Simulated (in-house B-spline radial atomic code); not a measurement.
**RPA and G0W0 on BHandHLYP: neutral beryllium**

Configuration [He] 2s2, mean-field start BHandHLYP. Computed with a B-spline radial code for spherical atoms: all electrons, scalar-relativistic (spin-free one-electron X2C), finite nucleus, each spin shell either full or empty, empty states to l = 9 with an (l + 1/2)⁻⁴ tail; G0W0 by contour deformation at full frequency.

Command:
```bash
python run_gw.py task.json out
```
Settings (radii: box in bohr, nucleus in fm):
```
Z                        4
electrons                4
configuration            [He] 2s2
hamiltonian              x2c
method                   bhandhlyp
lmax                     9
rms_radius               2.519
spin_polarised           False
box_radius               40
intervals                75
ion_configuration        [He] 2s1
```

Run time, properties included: 2.6 s on 1 thread of Arm Neoverse N1, on a shared host.

Energies (hartree):

```csv
term,value
mean-field total,-14.66665
Hartree-Fock functional on these orbitals,-14.57453
direct second order,-0.18005
second-order exchange,0.088327
SOSEX correction,0.074152
```

Problem. What is the RPA correlation energy, and what remains with SOSEX?

Solution. RPA gives -0.151 hartree (-1.03 eV per electron); RPA + SOSEX gives -0.076845, and the second-order doubles -0.091722 hartree (no singles). SOSEX takes back 49 % of the RPA value.

Quasi-particle levels (eV):

```json
{"level": "2s", "occupied": "yes", "mean field": "-7.235", "Σx - vxc": "-1.11", "Σc": "?", "QP weight": "?", "G0W0": "?"}
```

G0W0 = mean field + (Σx - vxc) + Σc, with Σc (partial-wave tail included) taken at the quasi-particle energy. Levels of low weight are left out.

Problem. Where does G0W0 put 2s?

Solution. At -9.173 eV, with Σc = -0.83 eV and a quasi-particle weight of 0.897. The tabulated removal energy is 9.323 eV (NIST, measured).

Problem. What does it cost to remove one electron (to [He] 2s1) by differences of total energies, each species on its own start (correlation terms add to the Hartree-Fock functional)?

Solution. BHandHLYP 8.963 eV, Hartree-Fock functional 8.038 eV, + RPA 9.229 eV, + RPA + SOSEX 8.920 eV, + second order 9.239 eV. Tabulated: 9.323 eV (NIST, measured).
